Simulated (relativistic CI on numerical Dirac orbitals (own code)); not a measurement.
# Radial parameters of Hg⁹⁺

Calculated at this level of theory: Dirac-Coulomb-Breit CI, orbitals from a KLI potential per configuration, a model potential for QED, unscaled Slater integrals (own radial code, finite nucleus).

Slater integrals F^k, G^k are unscaled and averaged over j, outside the closed core [Kr] 4d10 4f14; ζ comes from projecting the Hamiltonian with its Breit term on Σ l·s of the shell.

- 5s²5p⁶5d³: F^2(5d,5d) = 90024, F^4(5d,5d) = 61345, ζ(5d) = 8933.3 cm⁻¹; <r>(5d) = 1.179, <r^2>(5d) = 1.566 (bohr units).
- 5s²5p⁶5d²6s: F^2(5d,5d) = 90407, F^4(5d,5d) = 61601, ζ(5d) = 9210.6, G^2(5d,6s) = 25770 cm⁻¹; <r>(5d) = 1.173, <r^2>(5d) = 1.55, <r>(6s) = 1.755, <r^2>(6s) = 3.415 (bohr units).
- 5s²5p⁶5d²5f: F^2(5d,5d) = 90326, F^4(5d,5d) = 61543, ζ(5d) = 9193.3, F^2(5d,5f) = 65619, F^4(5d,5f) = 42108, G^1(5d,5f) = 74914, G^3(5d,5f) = 46753, G^5(5d,5f) = 33520, ζ(5f) = 488 cm⁻¹; <r>(5d) = 1.174, <r^2>(5d) = 1.553, <r>(5f) = 1.653, <r^2>(5f) = 3.102 (bohr units).

(1) Give the Racah parameters of the d shell in 5s²5p⁶5d³.

In this model ζ of a weakly bound d, f or g electron outside closed shells comes out too small, for d by up to a factor of two or three and at times with the wrong sign; that of an outer p electron is too small as well.

Averages of the first 10 configurations, taken without configuration mixing, which lowers the lowest level and can move excited configurations by several eV; other configurations of the list can lie among them:

| Configuration | Parity | States | Average energy above the lowest level (eV) |
| --- | --- | --- | --- |
| 5s²5p⁶5d³ | even | 120 | 6.6 |
| 5s²5p⁶5d²6s | even | 90 | 38.4 |
| 5s²5p⁶5d²5f | odd | 630 | 68.6 |
| 5s²5p⁵5d⁴ | odd | 1260 | 76.3 |
| 5s²5p⁶5d²6p | odd | 270 | 55.9 |
| 5s²5p⁶5d²5g | even | 810 | 102.0 |
| 5s²5p⁶5d6s6p | odd | 120 | 89.2 |
| 5s²5p⁶5d5f6s | odd | 280 | 102.3 |
| 5s²5p⁶5d²6d | even | 450 | 78.9 |
| 5s5p⁶5d⁴ | even | 420 | 134.8 |

## Answers

(1) B = F²/49 − 5F⁴/441 = 1142 cm⁻¹ and C = 35F⁴/441 = 4869 cm⁻¹.
